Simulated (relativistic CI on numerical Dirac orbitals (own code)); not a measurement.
## What each ingredient does to the levels of Eu16+

Base calculation: Dirac-Coulomb-Breit CI, separate exchange-only KLI orbitals for each configuration, model QED, unscaled Slater integrals.

Configurations in the expansion (outside the closed core [Ar] 3d10): 4s²4p⁶4d¹⁰4f, 4s²4p⁶4d¹⁰5s, 4s²4p⁶4d¹⁰5p, 4s²4p⁶4d⁹4f², 4s²4p⁶4d¹⁰5d, 4s²4p⁶4d¹⁰5f, 4s²4p⁶4d¹⁰6s, 4s²4p⁶4d⁹4f5s, 4s²4p⁵4d¹⁰4f², 4s²4p⁶4d¹⁰6p, 4s²4p⁶4d¹⁰5g, 4s²4p⁶4d¹⁰6d, 4s²4p⁶4d⁹4f5p, 4s²4p⁶4d¹⁰6f, 4s²4p⁶4d¹⁰7s, 4s4p⁶4d¹⁰4f², 4s²4p⁶4d¹⁰7p, 4s²4p⁶4d⁹4f5d, 4s²4p⁶4d¹⁰8s, 4s²4p⁵4d¹⁰4f5s. Double excitations out of closed p, d and f shells are left out; levels of such configurations are missing from the list, as are those of other unlisted configurations, and high levels can miss mixing partners.

Variants: (1) P86 correlation estimate; (2) Breit term removed. Shifts of the energy above 4s²4p⁶4d¹⁰4f ²F°5/2, in cm⁻¹, for the lowest level and the first level of each name with at least 55 % of one term (blank where a level changes its place among those of its configuration and J or its character, or is not in the variant):

| Level | Base | Δ(1) | Δ(2) |
| --- | --- | --- | --- |
| 4s²4p⁶4d¹⁰4f ²F°5/2 | 0 | 0 | 0 |
| 4s²4p⁶4d¹⁰4f ²F°7/2 | 7412 | 0 | +550 |
| 4s²4p⁶4d¹⁰5s ²S1/2 | 120085 | +9390 | -1903 |
| 4s²4p⁶4d¹⁰5p ²P°1/2 | 339593 | +10627 | -2741 |
| 4s²4p⁶4d¹⁰5p ²P°3/2 | 411842 | +10627 | -1868 |
| 4s²4p⁶4d¹⁰5d ²D3/2 | 769508 | +11818 | -1238 |
| 4s²4p⁶4d¹⁰5d ²D5/2 | 783563 | +11816 | -894 |
| 4s²4p⁶4d⁹4f² ⁴F3/2 | 1066869 | +1134 | +1362 |
| 4s²4p⁶4d⁹4f² ⁴F5/2 | 1069447 | +1134 | +1422 |
| 4s²4p⁶4d⁹4f² ⁴F7/2 | 1074124 | +1133 | +1711 |
| 4s²4p⁶4d⁹4f² ⁴F9/2 | 1081347 | +1133 | +2191 |
| 4s²4p⁶4d⁹4f² ⁴D5/2 | 1097547 | +1134 | +1616 |
| 4s²4p⁶4d⁹4f² ⁴K17/2 | 1100029 | +1133 | +2782 |
| 4s²4p⁶4d⁹4f² ⁴K15/2 | 1100340 | +1133 | +2268 |

At this charge transitions that keep the count of f electrons are usually good to a few per cent. Terms inside the open d or f shell come out 10 to 20 % too wide with unscaled integrals. Levels that differ in their count of f electrons can be misplaced by several ten thousand cm⁻¹, since the correlation energy of f electrons is missing or only estimated; rates across such gaps can be off by orders of magnitude.

Ionisation energy from one configuration of each of the two ions, the ground ones as tabulated or assumed: base 342.785 eV; P86 correlation estimate 344.555 eV; Breit term removed 342.716 eV. The NIST ASD value (semi-empirical) is 344.4 ± 0.5 eV.

LS names give the leading component of a level, which can be under half, so a name can repeat, a term be missing and a line seem to break the LS rules.
